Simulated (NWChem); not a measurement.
System: BH2SeF; SMILES [SeH]BF

The following NWChem deck was run.

```
start job
memory heap 200 mb stack 900 mb global 1100 mb
geometry units angstroms noautoz
  B     -0.555311    -1.078953     0.000000
  F      0.316881    -2.070885     0.000000
  H     -1.735866    -1.325088     0.000000
  Se     0.124109     0.730970     0.000000
  H     -1.216667     1.330636     0.000000
end
basis spherical
  * library 6-31g*
end
dft
  xc xpbe96 cpbe96
  iterations 150
  mulliken
end
task dft energy
```

Output (shortened):

```
             Northwest Computational Chemistry Package (NWChem) 7.3.0
             --------------------------------------------------------

 CS  symmetry detected

                             Geometry "geometry" -> ""
                             -------------------------

 Output coordinates in angstroms (scale by  1.889725989 to convert to a.u.)

  No.       Tag          Charge          X              Y              Z
 ---- ---------------- ---------- -------------- -------------- --------------
    1 B                    5.0000    -0.56867931    -1.10252828     0.00000000
    2 F                    9.0000     0.31561572    -2.08368590     0.00000000
    3 H                    1.0000    -1.74612598    -1.36312738     0.00000000
    4 Se                  34.0000     0.08848608     0.71559340     0.00000000
    5 H                    1.0000    -1.25954552     1.29876612     0.00000000

 Effective nuclear repulsion energy (a.u.)     147.8633909052

      Symmetry information
      --------------------

 Group name             Cs
 Group number              2
 Group order               2
 No. of unique centers     5

  pbe96 is a nonlocal functional; adding pw91lda local functional.

                                 NWChem DFT Module
                                 -----------------

 Summary of "ao basis" -> "ao basis" (spherical)
 ------------------------------------------------------------------------------
       Tag                 Description            Shells   Functions and Types
 ---------------- ------------------------------  ------  ---------------------
 B                           6-31g*                  6       14   3s2p1d
 F                           6-31g*                  6       14   3s2p1d
 H                           6-31g*                  2        2   2s
 Se                          6-31g*                 12       32   5s4p3d

      Symmetry analysis of basis
      --------------------------

        a'         46
        a"         18

            General Information
            -------------------
          SCF calculation type: DFT
          Wavefunction type:  closed shell.
          No. of atoms     :     5
          No. of electrons :    50
           Alpha electrons :    25
            Beta electrons :    25
          Charge           :     0
          Spin multiplicity:     1
          Use of symmetry is: on ; symmetry adaption is: on
          Maximum number of iterations: 150
          AO basis - number of functions:    64
                     number of shells:    28
          Convergence on energy requested:  1.00D-06
          Convergence on density requested:  1.00D-05
          Convergence on gradient requested:  5.00D-04

              XC Information
              --------------
          PerdewBurkeErnzerhof Exchange Functional  1.000
            Perdew 1991 LDA Correlation Functional  1.000 local
           PerdewBurkeErnz. Correlation Functional  1.000 non-local

             Grid Information
             ----------------
          Grid used for XC integration:  medium
          Radial quadrature: Mura-Knowles
          Angular quadrature: Lebedev.
          Tag              B.-S. Rad. Rad. Pts. Rad. Cut. Ang. Pts.
          ---              ---------- --------- --------- ---------
          B                   0.85       49           8.0       434
          F                   0.50       49          10.0       434
          H                   0.35       45           9.0       434
          Se                  1.15      112           8.0       590
          Grid pruning is: on
          Number of quadrature shells:   300
          Spatial weights used:  Erf1

      Superposition of Atomic Density Guess
      -------------------------------------

 Sum of atomic energies:       -2524.40022886

      Non-variational initial energy
      ------------------------------

 Total energy =   -2525.201584
 1-e energy   =   -3809.482177
 2-e energy   =    1136.417202
 HOMO         =      -0.311016
 LUMO         =       0.054884

      Symmetry analysis of molecular orbitals - initial
      -------------------------------------------------

  Numbering of irreducible representations:

     1 a'          2 a"

  Orbital symmetries:

     1 a'          2 a'          3 a'          4 a'          5 a"
     6 a'          7 a'          8 a'          9 a'         10 a'
    11 a"         12 a'         13 a'         14 a"         15 a'
    16 a"         17 a'         18 a'         19 a'         20 a'
    21 a"         22 a'         23 a'         24 a'         25 a"
    26 a"         27 a'         28 a'         29 a'         30 a'
    31 a'         32 a'         33 a"         34 a'         35 a'

     ---------------------------------------------
      Total Density - Mulliken Population Analysis
     ---------------------------------------------

    Atom       Charge   Shell Charges
 -----------   ------   -------------------------------------------------------
    1 B    5     4.31   2.00  0.57  0.93  0.46  0.28  0.08
    2 F    9     9.46   2.00  0.95  3.46  0.97  2.08  0.01
    3 H    1     1.04   0.49  0.55
    4 Se  34    34.42   2.00  2.00  6.00  2.00  5.99  1.50  3.29  0.36  1.23  6.94  2.94  0.16
    5 H    1     0.77   0.38  0.39

[...]
```

Level: PBE/6-31G* (spherical d). The geometry was optimised at PBE0/def2-SVP.
